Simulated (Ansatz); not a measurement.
hydrogen fluoride, charge +1, doublet, geometry from GFN2-xTB (a state made from the parent by changing its charge; the spin is typed, not shown lowest). Base run: Ansatz (a quantum-chemistry and plane-wave program) with B3LYP/3-21G.

Geometry (Å):
```xyz
2

F      0.0000     0.0000    -0.1044
H      0.0000     0.0000     0.9399
```
Charge +1, spin multiplicity 2.
Orbitals are unrestricted.
All else is at Ansatz's defaults.
Base energy -99.32194 Eh.

Each row names what was changed in the base input (with any setting that the change needs).

| change | ΔE vs base (mEh) |
|---|---|
| base | 0.000 |
| fitting.mean_field = def2-universal-JKFIT | -0.042 |
| final_grid = 4, 8, 17 | 0.048 |
| final_grid = 10, 20, 41 | 0.000 |
| nuclear_model = gaussian | 0.018 |
| point_charge = charge:1.0 position_ang:3.2386, 0.3884, -0.9113 | 145.4 |
| lower_state_search = off | 0.000 |
| forces = on | 0.000 |
| point_charge = charge:0.5 position_ang:3.2397, -1.3779, 0.5254 | 73.798 |
| final_grid = 14, 28, 59 | 0.000 |
| accuracy = high | 0.006 |
